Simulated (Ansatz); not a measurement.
One change: `C/N=C/N[SiH3]` becomes `C/N=C\F`.

Ansatz, PBE0-D4/def2-TZVP geometries, multiplicity 1. Each molecule was computed in one conformer, which needn't be the lowest.

```
                                      property  `C/N=C/N[SiH3]`
             LUMO energy (PBE/def2-TZVPP) / eV            -0.55
       HOMO–LUMO gap (ωB97M-V/def2-TZVPP) / eV            11.17
         HOMO–LUMO gap (B3LYP/def2-TZVPP) / eV             6.82
size of the dipole moment (PBE/def2-TZVPP) / D             2.14
            LUMO energy (PBE0/def2-TZVPP) / eV             0.50
          HOMO–LUMO gap (PBE0/def2-TZVPP) / eV             7.28
```

Problem. Give the same properties after the change, and the shifts. (Estimate.)

Solution. The calculation gave: 
```tsv
property	`C/N=C\F`	shift
LUMO energy (PBE/def2-TZVPP) / eV	-1.00	-0.45
HOMO–LUMO gap (ωB97M-V/def2-TZVPP) / eV	12.83	1.66
HOMO–LUMO gap (B3LYP/def2-TZVPP) / eV	7.64	0.82
size of the dipole moment (PBE/def2-TZVPP) / D	0.32	-1.82
LUMO energy (PBE0/def2-TZVPP) / eV	0.12	-0.38
HOMO–LUMO gap (PBE0/def2-TZVPP) / eV	8.18	0.90
```

With PBE0 the HOMO falls by 1.29 eV and the LUMO falls by 0.38 eV, so the gap widens by about 0.91 eV. PBE moves the HOMO by -0.92 eV and ωB97M-V by -1.45 eV. Dipoles are sizes alone; their direction can turn.

B3LYP here is the variant with VWN-RPA as its local correlation; programs differ in this.
